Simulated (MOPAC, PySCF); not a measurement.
H3BS3, SMILES `SB(S)S`, neutral singlet in the gas phase. 

Cartesian coordinates (Å):
SMILES: SB(S)S
```xyz
7

S      1.5836    -0.9890     0.1904
B     -0.0897    -0.3095     0.3130
S     -0.5688     1.4062     0.0068
S     -1.3701    -1.5012     0.7909
H      2.2159     0.1379    -0.1715
H      0.6393     1.9062    -0.2998
H     -2.4101    -0.6505     0.7754
```
Charge 0, spin multiplicity 1.

All levels are single points at this geometry (B3LYP-D3(BJ)/def2-TZVP); Pople sets use spherical d functions. Orbital energies aren't observables, and empty levels follow the basis.

```csv
level,HOMO (eV),LUMO (eV),gap (eV),dipole (D),"vertical IE, Delta-SCF (eV)"
B3LYP-D3(BJ)/def2-TZVP in PySCF,-7.29,-0.92,6.37,1.60,9.47
BP86/6-31G* in PySCF,-6.37,-1.53,4.84,1.90,–
PBE/6-31G* in PySCF,-6.27,-1.45,4.82,1.91,–
HF/3-21G in PySCF,-10.57,2.65,13.22,2.51,–
HF/6-31G* in PySCF,-10.28,2.96,13.24,2.02,9.06
AM1 in MOPAC,-9.49,-0.89,8.61,2.30,–
```
